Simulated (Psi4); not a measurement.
ClCu (SMILES [Cl][Cu]), singlet, at a GFN2-xTB geometry (such geometries of metal compounds can be far from the true shape), with bond 1-2 at 1.3 times its length. Base run: CAM-B3LYP/6-31G* run with Psi4.

Here is a job for Psi4.
```
memory 2 GB

molecule {
0 1
Cu    0.00000000    0.00000000   -1.37297968
Cl    0.00000000    0.00000000    1.29274060
}

set {
  basis 6-31g*
}

energy('cam-b3lyp')
print_variables()
```

The base run was repeated with changes; each row names its change, and settings that it needs were set with it.

| change | ΔE vs base (mEh) | SCF cycles | grid points | basis functions | outcome |
|---|---|---|---|---|---|
| base | 0.000 | 17 | 43042 | 58 | converged |
| d_convergence = 1e-8 | 0.000 | 19 | 43042 | 58 | converged |
| dft_spherical_points = 194 | 0.001 | 17 | 27742 | 58 | converged |
| dft_radial_points = 150 | -0.013 | 17 | 85183 | 58 | converged |
| scf_type = dfdirj+link | - | - | - | - | input refused |
| df_basis_scf = def2-universal-jkfit | -0.001 | 17 | 43042 | 58 | converged |
| guess = core | 0.000 | 17 | 43042 | 58 | converged |
| dft_basis_tolerance = 1e-8 | 0.000 | 17 | 41691 | 58 | converged |
| guess = sapgau | 0.000 | 15 | 43042 | 58 | converged |
| d_convergence = 1e-4 | 0.001 | 13 | 43042 | 58 | converged |
| e_convergence = 1e-8 | 0.000 | 18 | 43042 | 58 | converged |
| dft_radial_scheme = mura | -0.017 | 17 | 43695 | 58 | converged |
| soscf = true | 0.000 | 18 | 43042 | 58 | converged |

- scf_type = dfdirj+link: ended with `psi4.driver.p4util.exceptions.ValidationError: SCF: SCF_TYPE (DFDIRJ+LINK) not supported for range-separated functionals, plese use SCF_TYPE = 'DF' to automatically select the correct JK build.`
